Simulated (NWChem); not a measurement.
sulfur tetrafluoride (SF₄); SMILES FS(F)(F)F

Program: NWChem. The geometry was optimised at PBE0/def2-SVP. Level: PBE0/def2-SVP with SMD (1 M gas to 1 M solution), gas-phase geometry.

Q: Predict the results for solvent 1,4-dioxane. Quantities: solvation free energy (kcal/mol); cavity-dispersion-structure term (kcal/mol); dipole in solution (D).

A: The solvation free energy (kcal/mol) comes out as -0.1 and the cavity-dispersion-structure term (kcal/mol) is 1.1. The dipole in solution (D) is 1.03.
